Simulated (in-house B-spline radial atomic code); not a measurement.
Inner levels of zirconium as electrons are removed. A shift is the extra binding of the orbital against the neutral atom ([Kr] 4d3/2(2) 5s2). The density at the nucleus is averaged over the nuclear charge. Computed with an all-electron radial atomic-structure program (B-spline basis): Dirac-Hartree-Fock, jj configuration that fills j = l - 1/2 first, finite nuclei.

A number in brackets counts the electrons of a j subshell.

```csv
ion,configuration,shift of 2p1/2 (eV),shift of 2p3/2 (eV),shift of 2s1/2 (eV),radius of 2p1/2 (bohr),radius of 2p3/2 (bohr),radius of 2s1/2 (bohr),Σ<r²> (bohr²),change of density at nucleus (bohr⁻³)
Zr16+,[Ar] 3d3/2(4) 3d5/2(2),480.28,474.75,475.22,0.13841,0.14239,0.16141,3.1041,-25.857
Zr17+,[Ar] 3d3/2(4) 3d5/2(1),546.65,539.45,540.31,0.13833,0.14221,0.16128,2.8298,13.477
Zr18+,[Ar] 3d3/2(4),615.36,606.35,607.6,0.13823,0.14202,0.16113,2.5745,55.008
Zr19+,[Ar] 3d3/2(3),?,?,?,?,?,?,?,?
Zr20+,[Ar] 3d3/2(2),755.58,750.34,749.62,0.13774,0.14171,0.16078,2.1178,146.37
Zr21+,[Ar] 3d3/2(1),?,?,?,?,?,?,?,?
Zr22+,[Ne] 3s2 3p6,904.17,903.27,900.14,0.13718,0.14134,0.16038,1.7173,246.68
Zr23+,[Ne] 3s2 3p1/2(2) 3p3/2(3),978.38,975.58,972.16,0.13694,0.14133,0.16014,1.5014,306.27
Zr24+,[Ne] 3s2 3p1/2(2) 3p3/2(2),?,?,?,?,?,?,?,?
Zr25+,[Ne] 3s2 3p1/2(2) 3p3/2(1),1131.18,1124.39,1120.27,0.13645,0.1409,0.15965,1.095,431.05
Zr26+,[Ne] 3s2 3p1/2(2),1209.76,1200.87,1196.33,0.13619,0.14068,0.15938,0.90381,496.25
Zr27+,[Ne] 3s2 3p1/2(1),1287.31,1281.41,1274.67,0.1362,0.14038,0.1591,0.72463,552.6
Zr28+,[Ne] 3s2,1366.27,1363.43,1354.4,0.136,0.14008,0.1588,0.55259,610.32
Zr29+,[Ne] 3s1,1445.24,1442.08,1429.61,0.13578,0.13984,0.1588,0.37459,-213.9
```

Fill in the row of Zr19+.

shift of 2p1/2 (eV): 684.41; shift of 2p3/2 (eV): 677.22; shift of 2s1/2 (eV): 677.54; radius of 2p1/2 (bohr): 0.13799; radius of 2p3/2 (bohr): 0.14187; radius of 2s1/2 (bohr): 0.16096; Σ<r²> (bohr²): 2.3384; change of density at nucleus (bohr⁻³): 99.576.

Fill in the row of Zr21+.

shift of 2p1/2 (eV): 828.84; shift of 2p3/2 (eV): 825.7; shift of 2s1/2 (eV): 823.83; radius of 2p1/2 (bohr): 0.13747; radius of 2p3/2 (bohr): 0.14153; radius of 2s1/2 (bohr): 0.16059; Σ<r²> (bohr²): 1.9111; change of density at nucleus (bohr⁻³): 195.4.

Fill in the row of Zr24+.

shift of 2p1/2 (eV): 1054.05; shift of 2p3/2 (eV): 1049.3; shift of 2s1/2 (eV): 1045.54; radius of 2p1/2 (bohr): 0.1367; radius of 2p3/2 (bohr): 0.14112; radius of 2s1/2 (bohr): 0.1599; Σ<r²> (bohr²): 1.2941; change of density at nucleus (bohr⁻³): 367.73.
